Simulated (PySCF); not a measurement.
C₄H₂F₂, SMILES F/C(C#C)=C/F. Coordinates come from a PBE-D3(BJ)/def2-SVP optimisation. The structure was generated by enumeration; whether it is a known compound was not checked.

### Question
Give the equilibrium geometry at PBE-D3(BJ)/def2-SVP (PySCF confirms it by a frequency run) as bond lengths and angles, and its point group. (The exact figures need the calculation; the answer reports its results.)

### Answer
point group Cs.
Atoms: C1 C2 C3 F4 C5 F6 H7 H8. Bonds (Å): C1–C2 1.226, C1–H7 1.081, C2–C3 1.418, C3–F4 1.353, C3–C5 1.356, C5–F6 1.334, C5–H8 1.101. Angles (°): C2–C1–H7 179.8, C1–C2–C3 179.6, C2–C3–F4 116.9, C2–C3–C5 125.4, F4–C3–C5 117.7, C3–C5–F6 121.5, C3–C5–H8 123.0, F6–C5–H8 115.5.
Charge 0, spin multiplicity 1.
